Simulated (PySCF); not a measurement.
Ca₂S₂: fields on a plane

Level of theory: PySCF, PBE0, basis Ca def2-TZVP, S def2-TZVP (no relativity, density fitting).

The singlet minimum has Ca–S 2.527 Å (×4); Ca–S–Ca 80.9° (×2), S–Ca–S 99.1° (×2).

The plane holds Ca1 at (0.00, 0.00), Ca2 at (3.28, 0.00), S3 at (1.64, 1.92), S4 at (1.64, -1.92) Å. Columns run from x = -1.95 to 5.55 Å, rows from y = 4.35 (top) to -4.05 Å, in steps of 0.3 Å. Other isomers or separated fragments may lie lower.

Q: Give the lowest empty orbital (Å^-3/2) at -1.62 eV (cut at ±0.3; overall sign arbitrary). Lower edges of the bins (Å^-3/2): '_' -0.300, '.' -0.258, ':' -0.216, '-' -0.173, '=' -0.131, '+' -0.089, '*' -0.047, '#' -0.005, '%' 0.038, '@' 0.080; top 0.12, each point printed twice.

A: 
```
####################################################
####################################################
####################################################
####################################################
####################################################
####################################################
%%%%%%%%%%##############################%%%%%%%%%%##
%%%%%%%%%%%%########################%%%%%%%%%%%%%%%%
%%%%%%%%%%%%%%####****##__##****####%%%%%%%%%%%%%%%%
%%%%%%%%%%%%%%####**++++%%++++**####%%%%%%%%%%%%%%%%
@@@@@@@@%%%%####****++==--==++**######%%%%@@@@@@@@%%
@@@@@@@@%%%%####****++======++****####%%%%@@@@@@@@@@
@@@@@@@@%%**++********++++++******++++**%%@@@@@@@@@@
@@@@@@@@##==::==**##**********##**==::==##@@@@@@@@@@
@@@@@@%%++..##**######******######****..**%%@@@@@@@@
@@@@@@%%++..##**######******######****..**%%@@@@@@@@
@@@@@@@@##==::==**##**********##**==::==##@@@@@@@@@@
@@@@@@@@%%**++********++++++******++++**%%@@@@@@@@@@
@@@@@@@@%%%%####****++======++****####%%%%@@@@@@@@@@
@@@@@@@@%%%%####****++==--==++**######%%%%@@@@@@@@%%
%%%%%%%%%%%%%%####**++++%%++++**####%%%%%%%%%%%%%%%%
%%%%%%%%%%%%%%####****##__##****####%%%%%%%%%%%%%%%%
%%%%%%%%%%%%########################%%%%%%%%%%%%%%%%
%%%%%%%%%%##############################%%%%%%%%%%##
####################################################
####################################################
####################################################
####################################################
####################################################
```

Q: Give the electrostatic potential (V) (cut at 20 V). Every second row and column.

A: 
```
-0.2 -0.4 -0.7 -1.1 -1.4 -1.7 -1.8 -1.7 -1.4 -1.1 -0.7 -0.4 -0.2
-0.1 -0.4 -0.8 -1.4 -1.9 -2.3 -2.4 -2.3 -1.9 -1.4 -0.8 -0.3 -0.1
 0.2 -0.2 -0.7 -1.6 -2.2 -1.3  0.0 -1.4 -2.2 -1.6 -0.7 -0.1  0.2
 0.6  0.3 -0.3 -1.4 -0.9 12.6 20.0 11.7 -1.0 -1.3 -0.3  0.4  0.6
 1.3  1.4  1.1  0.1  1.5 20.0 20.0 20.0  1.3  0.1  1.2  1.4  1.3
 2.4  3.4  4.6  5.0  3.6 16.5 20.0 15.4  3.6  5.0  4.6  3.4  2.3
 3.5  6.0 12.7 20.0 18.7  5.1  3.0  5.3 19.4 20.0 12.3  5.9  3.4
 4.1  8.2 20.0 20.0 20.0 10.3  2.6 11.0 20.0 20.0 20.0  7.9  4.0
 3.9  7.3 20.0 20.0 20.0  7.6  2.0  8.1 20.0 20.0 19.7  7.2  3.8
 2.9  4.7  7.8 11.3  7.8  6.5 12.5  6.3  8.0 11.2  7.6  4.6  2.9
 1.8  2.3  2.5  1.8  2.2 20.0 20.0 20.0  2.0  1.8  2.5  2.3  1.8
 0.9  0.8  0.2 -0.9  0.4 20.0 20.0 20.0  0.2 -0.8  0.3  0.8  0.9
 0.3  0.0 -0.6 -1.6 -1.8  2.4  8.6  2.1 -1.9 -1.5 -0.6  0.1  0.4
 0.0 -0.3 -0.8 -1.5 -2.2 -2.3 -2.1 -2.3 -2.1 -1.5 -0.8 -0.3  0.0
-0.1 -0.4 -0.8 -1.2 -1.7 -2.0 -2.1 -2.0 -1.7 -1.2 -0.8 -0.4 -0.1
```
